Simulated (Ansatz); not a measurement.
The cluster KNa₂. Charge 0, multiplicity 2. Geometry PBE/def2-TZVP, that of the charge +1 singlet; atoms count from 1.

```xyz
3

Na    0.903   -0.945   -1.570
Na    1.452    1.071    0.958
K    -2.354   -0.127    0.612
```

The structure comes from a short search, and lower isomers may exist.

Question: Estimate the Mulliken populations from the PBE0/def2-TZVP orbitals of Ansatz.

Answer: 
| atom | charge (e) | spin (α − β) |
| --- | --- | --- |
| Na1 | -0.08 | 0.45 |
| Na2 | 0.00 | 0.10 |
| K3 | 0.08 | 0.46 |
Mulliken values and Mayer orders depend strongly on the basis.

Question: Where does the spin sit?

Answer: Summed by element: Na 0.54, K 0.46, of 1 unpaired in all. Largest on single atoms: K3 0.46, Na1 0.45, Na2 0.10.

Question: And the Mayer bond orders between bonded heavy atoms (over 0.3)?

Answer: Na1–Na2 0.52 (3.28 Å); Na2–K3 0.68 (4.00 Å).
